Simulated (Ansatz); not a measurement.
One geometry of Mg₅S₄, several levels of theory.

```yaml
crystal:
  periodic: [false, false, false]
  atoms:
    - {symbol: Mg, position_ang: [0.011540, 2.498872, -1.740077]}
    - {symbol: Mg, position_ang: [-2.585754, 0.309862, -0.264556]}
    - {symbol: Mg, position_ang: [2.844390, 0.823090, -0.519581]}
    - {symbol: Mg, position_ang: [-0.935744, -2.390463, 1.647150]}
    - {symbol: Mg, position_ang: [2.401351, -1.451243, 1.055974]}
    - {symbol: S, position_ang: [-2.968139, -1.544475, 1.019671]}
    - {symbol: S, position_ang: [2.292550, 2.657865, -1.807781]}
    - {symbol: S, position_ang: [-2.245846, 2.169188, -1.553055]}
    - {symbol: S, position_ang: [1.185652, -3.072695, 2.162266]}
basis:
  gaussian: {orbitals: def2-TZVP, initial_orbitals: start.molden}
hamiltonian: {xc: lda}
scf: {omitted_lower_state_checks: [starts]}
output: {orbitals: {seedname: orbitals}}
```

The file start.molden holds the orbitals of an earlier run on this structure, at another level or in another basis.

```sh
$ ansatz run in.yaml --threads 4 --pin off --events-out ev --progress --plain --max-ram 4787MiB
```

It prints (some lines left out):

```
Functional definition: SPW92
  name "SPW92"
  cite "Dirac, Proc. Camb. Phil. Soc. 26, 376 (1930) doi:10.1017/S0305004100016108"
  cite "Slater, Phys. Rev. 81, 385 (1951) doi:10.1103/PhysRev.81.385"
  cite "Perdew & Wang, Phys. Rev. B 45, 13244 (1992) doi:10.1103/PhysRevB.45.13244"
  exchange = slater_x
  correlation = pw_c
these checks for a lower state are left out or cut short: starts
2484 factors; their error is unknown
mean field evaluation 1: about -70298.0038 eV, gradient 3.8e1 eV
mean field evaluation 2: about -70298.6390 eV, gradient 8.7e-1 eV
mean field evaluation 4: about -70298.6078 eV, gradient 7.0e-2 eV
mean field -70298.60780472 eV, -2583.4261867158 hartree, gradient 8.7e-6 eV, S^2 0.000000; 0 other end points of the search recorded, 0 dependent functions left out
reference -70298.60786239 eV, -2583.4261888349 hartree; 62, 62 occupied and 246, 246 virtual orbitals, 2484 factors
Total energy: -70298.60786239 eV, -2583.4261888349 hartree
Checks for a lower state left out: starts
```

Run time 3.4 s (4 threads of Arm Neoverse V2 on a shared host), peak host memory 0.74 GiB.

As the first input, with `hamiltonian: {xc: pbe, dispersion: d4}`, `output: {forces: true, orbitals: {seedname: orbitals}}` (abridged; 6.5 s):

```
Functional definition: PBE
mean field -70540.20184690 eV, -2592.3046040075 hartree, gradient 8.9e-5 eV, S^2 0.000000
Total energy: -70540.53267770 eV, -2592.3167618151 hartree
Atom 0 force     0.011992    -0.075649     0.052910 eV/Å
Atom 1 force     0.068613    -0.009163     0.007677 eV/Å
Atom 2 force    -0.074520     0.187975    -0.132317 eV/Å
Atom 3 force     0.039311     0.072356    -0.049649 eV/Å
Atom 4 force    -0.143252    -0.163158     0.110925 eV/Å
Atom 5 force     0.112019     0.045219    -0.029382 eV/Å
Atom 6 force    -0.069373    -0.081491     0.055445 eV/Å
Atom 7 force     0.088053    -0.067911     0.048957 eV/Å
Atom 8 force    -0.032843     0.091823    -0.064566 eV/Å
Dipole moment:     0.574016    -0.071070     0.060321 e Å
Checks for a lower state left out: starts
```

First input, but with `hamiltonian: {xc: r2scan, dispersion: d4}` (abridged; 14 s):

```
Functional definition: r2SCAN
mean field -70569.41578897 eV, -2593.3781965765 hartree, gradient 9.0e-6 eV, S^2 0.000000
Total energy: -70569.50477481 eV, -2593.3814667459 hartree
Checks for a lower state left out: starts
```

Geometry: B3LYP-D4/def2-SVP.

Another isomer (singlet) lies 2.03 eV lower at PBE0-D4/def2-TZVP; other spin states weren't run for this one.
